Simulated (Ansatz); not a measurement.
A made-up structure of C2HZn, doublet:

C1  (-0.350, 0.726, -0.161)
C2  (0.165, -0.345, 0.076)
Zn3  (0.987, -2.049, 0.455)
H4  (2.138, -2.757, 1.172)
(Å)

It is relaxed with PBE-D4/def2-SVP and then PBE0-D4/def2-TZVP (Ansatz 0.2.0). Atoms count as bonded within 1.22 times the sum of their covalent radii (H–H: 0.88 Å). The end point is not checked to be a true minimum.

Question: Does its bonding change? (Judge from chemistry; the calculation decides.)

Answer: The calculation gives: No: no bond forms or breaks.

Where it ends: The first stage lowers the energy by 0.34 eV in 17 steps. It ends as C₂HZn ([C][C][ZnH]):
C1  (-0.476, 0.663, -0.255)
C2  (0.184, -0.301, 0.094)
Zn3  (1.204, -1.790, 0.633)
H4  (2.030, -2.998, 1.070)
(Å)

Labels in which every atom is bracketed show which atoms are joined, not bond orders.

For scale, one of the runs: PBE0-D4/def2-TZVP relaxation, 116 basis functions, launched by `ansatz run in.yaml --threads 2 --pin off --events-out ev --progress --plain --max-ram 4352MiB`. The run took about 36 s on 2 CPU threads of an Arm Neoverse V2 (shared host).
